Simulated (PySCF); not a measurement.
# Frontier orbitals and the lowest excitations

B2GeH10N2O.
Z-matrix (Å and degrees, PBE0-D3(BJ)/def2-SVP geometry), rows numbered from 1:
```
Ge
O   1  1.7684
B   2  1.4113  1  131.14
N   3  1.6170  2  114.13  1    50.01
B   4  1.5940  3   88.13  2  -113.89
N   5  1.5941  4   92.64  3    -3.10
H   1  1.5464  2  109.85  3   -59.58
H   1  1.5461  2  109.91  3    60.81
H   1  1.5341  2  106.08  3  -179.31
H   3  1.2235  2  114.13  1   178.74
H   4  1.0162  3  113.84  2   128.65
H   4  1.0174  3  114.73  2     3.51
H   5  1.2175  4  112.72  3  -119.14
H   5  1.2198  4  110.96  3   110.53
H   6  1.0162  3  113.95  2  -128.47
H   6  1.0174  3  114.59  2    -3.36
```

Computed with TDDFT PBE0/def2-SVPD, vertical, gas phase, core orbitals frozen in the response in PySCF. The PBE0/def2-SVPD calculation is non-relativistic and has no spin–orbit coupling, an omission that weighs most on germanium.

Kohn–Sham orbitals with the atoms that hold most of them (Löwdin shares over 4%, at most four atoms; ? is withheld):

| orbital | ε (eV) | atoms |
| --- | --- | --- |
| HOMO-3 | -9.14 | O2 22%, Ge1 19%, H9 13%, B5 10% |
| HOMO-2 | -8.37 | B5 38%, H13 21%, H14 21%, N4 6% |
| HOMO-1 | -8.08 | ? |
| HOMO | -7.48 | O2 25%, H10 16%, B3 16%, N6 12% |
| LUMO | ? | ? |
| LUMO+1 | 0.25 | Ge1 39%, H7 13%, H8 13%, O2 11% |
| LUMO+2 | 0.73 | Ge1 19%, B5 13%, H15 12%, B3 11% |

Which atoms hold the LUMO, and with what shares?

Ge1 (bonded to O and 3 H) 23%; B3 (bonded to 2 N, O and H) 14%; B5 (bonded to 2 N and 2 H) 13%; H7 (bonded to Ge) 7%. By element: boron 26%, germanium 23%, hydrogen 7% or more.

Give the leading atoms of the HOMO-1.

O2 (bonded to B and Ge) 56%; Ge1 (bonded to O and 3 H) 12%; H7 (bonded to Ge) 6%; N4 (bonded to 2 B and 2 H) 6%.

What is the LUMO energy, and the HOMO–LUMO gap?

ε(LUMO) = -0.04 eV; the gap is 7.44 eV (0.2735 hartree).

The HOMO–LUMO gap is 7.44 eV. Where does the response calculation put the lowest singlet, and from which orbitals?

S1 is at 6.38 eV (f = 0.0003), 1.06 eV below the gap, made of HOMO→LUMO (95%). 

One configuration dominates each of S1, S2 and S7. Which, and how do the shares of the two leading atoms of either orbital change from the occupied to the empty one?

- S1 (6.38 eV, f 0.0003), HOMO→LUMO (95%): O2 25% → at most 7%, H10 16% → at most 7%, Ge1 at most 12% → 23%, B3 16% → 14%
- S2 (6.72 eV, f 0.053), HOMO→LUMO+1 (90%): O2 25% → 11%, H10 16% → at most 12%, Ge1 at most 12% → 39%, H7 at most 12% → 13%
- S7 (7.27 eV, f 0.016), HOMO-2→LUMO (95%): B5 38% → 13%, H13 21% → at most 7%, Ge1 at most 6% → 23%, B3 at most 6% → 14%

The run took 3.2 min of wall time on an Arm Neoverse V2 with one thread (shared host).

One conformer stands for the species.
